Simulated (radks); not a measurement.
Results of a calculation; reference values are marked as such.
All-electron atom: Xe20+ in [Ar] 3d10 4s2 4p4. Level of theory: Dirac Kohn-Sham, PBE, spin-unpolarised, spherical densities, finite nucleus; open shells are shared between the two j in proportion to 2j + 1; Fermi nuclear charge, rms radius 4.7859 fm (a radial shooting solver on a logarithmic mesh with Libxc functionals).

X-ray form factor f0, the Fourier transform of the density (f0(0) = 34):

sin(theta)/lambda (1/angstrom),f0 (electrons)
0.05,33.911
0.1,33.648
0.15,33.218
0.2,32.635
0.25,31.917
0.3,31.085
0.4,29.171
0.5,27.076
0.6,24.959
0.8,21.080
1,17.904
1.25,14.750
1.5,12.176
2,8.379
